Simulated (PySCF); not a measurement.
Choosing a molecule for a target property.

Species are written as SMILES; each is one conformer at its optimised geometry, gas phase, non-relativistic unless stated; the electronic structure was computed with PySCF and density fitting.

Dipoles, sizes and rotational constants follow the conformer. The torsions of the flexible species, by atom-mapped SMILES:
- `[CH3:1][Si@@H:2]1[SiH2:3][Si@H:4]([CH3:5])[Si@:6]1([NH2:7])[PH2:8]`: H–N7–Si6–Si4 161°, H–N7–Si6–Si4 -66°, H–P8–Si6–Si4 -114°, H–P8–Si6–Si4 -22°
- `[CH3:1][O:2][SiH2:3][c:4]1[cH:5][cH:6][cH:7][n:8][cH:9]1`: C1–O2–Si3–C4 180°, O2–Si3–C4–C5 -4°
- `[N:1]#[C:2]/[CH:3]=[CH:4]/[C:5](=[O:6])[CH2:7][CH2:8][SiH3:9]`: C3–C4–C5–O6 4°, C4–C5–C7–C8 178°, C5–C7–C8–Si9 -68°
- `[CH3:1][C:2](=[O:3])/[C:4](=[CH:5]\[C:6]#[N:7])[CH2:8][SiH3:9]`: C1–C2–C4–C5 -34°, C2–C4–C8–Si9 -78°
- `[N:1]#[C:2][C@@H:3]1[SiH2:4][CH2:5][C@@:6]12[CH2:7][C@H:8]2[OH:9]`: H–O9–C8–C7 133°

Question: Wanted: HOMO energy above -7.6 eV (PBE0/pcSseg-1) and smallest rotational constant below 0.6 GHz (GFN2-xTB), at GFN2-xTB geometries. Which candidate meets both?
A. `CO[SiH2]C1=CC=CN=C1`
B. `CC(=O)/C(=C\C#N)C[SiH3]`
C. `N#C/C=C/C(=O)CC[SiH3]`
D. `C[Si@@H]1[SiH2][Si@H](C)[Si@]1(N)P`

Answer: D. Computed values:
```csv
species,HOMO energy,smallest rotational constant
N#C/C=C/C(=O)CC[SiH3],-8.11 eV,0.473 GHz
CC(=O)/C(=C\C#N)C[SiH3],-7.91 eV,0.733 GHz
CO[SiH2]C1=CC=CN=C1,-7.25 eV,0.640 GHz
C[Si@@H]1[SiH2][Si@H](C)[Si@]1(N)P,-6.67 eV,0.549 GHz
```

Question: Wanted: dipole moment above 3.2 D (PBE0/pcSseg-1) and HOMO–LUMO gap above 7 eV (PBE0/pcSseg-1), at GFN2-xTB geometries. Which candidate meets both?
A. `C[Si@@H]1[SiH2][Si@H](C)[Si@]1(N)P`
B. `CO[SiH2]C1=CC=CN=C1`
C. `N#C[C@@H]1[SiH2]C[C@@]12C[C@H]2O`
D. `N#C/C=C/C(=O)CC[SiH3]`

Answer: C. Computed values:
```
                           species  dipole moment  HOMO–LUMO gap
C[Si@@H]1[SiH2][Si@H](C)[Si@]1(N)P         0.56 D        5.39 eV
               CO[SiH2]C1=CC=CN=C1         2.93 D        6.45 eV
             N#C/C=C/C(=O)CC[SiH3]         3.40 D        5.12 eV
  N#C[C@@H]1[SiH2]C[C@@]12C[C@H]2O         4.58 D        7.23 eV
```
